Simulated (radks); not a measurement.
Problem. The table gives one normalised radial function P(r) = r R(r) of C3+ in [He] 2s1 (r in bohr). Method: non-relativistic Kohn-Sham, r2SCAN, spin-polarised, spherical densities, point nucleus; open shells are filled with parallel spins first; meta-GGA in the generalised Kohn-Sham scheme; computed with a radial shooting solver on a logarithmic mesh with Libxc functionals.

| r | P |
|---|---|
| 0.01022 | 0.0739 |
| 0.01249 | 0.0891 |
| 0.01513 | 0.1062 |
| 0.01848 | 0.1271 |
| 0.02257 | 0.1514 |
| 0.02757 | 0.1793 |
| 0.03367 | 0.2109 |
| 0.0408 | 0.2444 |
| 0.04983 | 0.2820 |
| 0.06086 | 0.3210 |
| 0.07434 | 0.3592 |
| 0.0908 | 0.3934 |
| 0.11 | 0.4180 |
| 0.1344 | 0.4293 |
| 0.1641 | 0.4188 |
| 0.2005 | 0.3783 |
| 0.2429 | 0.3039 |
| 0.2967 | 0.1843 |
| 0.3624 | 0.0211 |
| 0.4426 | -0.1799 |
| 0.5406 | -0.4082 |
| 0.655 | -0.6258 |
| 0.8 | -0.8136 |
| 0.9771 | -0.9236 |
| 1.193 | -0.9246 |
| 1.458 | -0.8105 |
| 1.766 | -0.6212 |
| 2.157 | -0.3982 |
| 2.635 | -0.2089 |
| 3.218 | -0.0865 |
| 3.931 | -0.0271 |

Which n and l does it have? It may be an empty orbital.

Solution. n = 2, l = 0: the number of nodes gives n - l - 1 = 1, the rise at small r (about r^(l+1)) gives l, and the extent must fit the shell. The curve is that of 2s up; the table hardly tells the two spins apart. 2s up: eigenvalue -58.045 eV, 1 radial node at r = 0.371 bohr, <r> = 1.28 bohr, 90 % of the charge inside 1.95 bohr.
